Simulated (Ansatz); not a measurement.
FGe₂H₅O (`[F][GeH2][O][GeH3]`), relaxed with RKS PBE0-D4/def2-TZVP in the Gaussian-basis code of Ansatz from a PBE-D4/def2-SVP geometry. The force threshold is 0.005 eV/Å; the program also tests the step.

Charge 0, multiplicity 1.

Start:

```xyz
9

F     1.919   -2.309    0.283
Ge    1.337   -0.784   -0.355
O    -0.206   -0.533    0.490
Ge   -1.394    0.817    0.371
H     2.374    0.298    0.044
H     1.112   -0.988   -1.876
H    -1.922    0.908   -1.089
H    -0.700    2.149    0.774
H    -2.521    0.442    1.359
```

Q: By how much does the energy fall, and how many steps does the optimiser take? (Best estimate.)

A: Computed: 3.53 kJ/mol, in 5 steps.

Q: Which bonds change most? (Estimate.)

A: Ansatz gave: Ge2–O3 from 1.777 to 1.749 Å; O3–Ge4 from 1.802 to 1.776 Å; F1–Ge2 from 1.752 to 1.730 Å; Ge2–H6 from 1.551 to 1.535 Å.

Q: Give the relaxed structure. (Estimate.)

A: Computed: 
```xyz
9

F     1.888   -2.282    0.289
Ge    1.325   -0.777   -0.353
O    -0.199   -0.507    0.462
Ge   -1.386    0.810    0.370
H     2.360    0.287    0.039
H     1.118   -0.988   -1.859
H    -1.913    0.903   -1.074
H    -0.698    2.128    0.772
H    -2.495    0.427    1.354
```
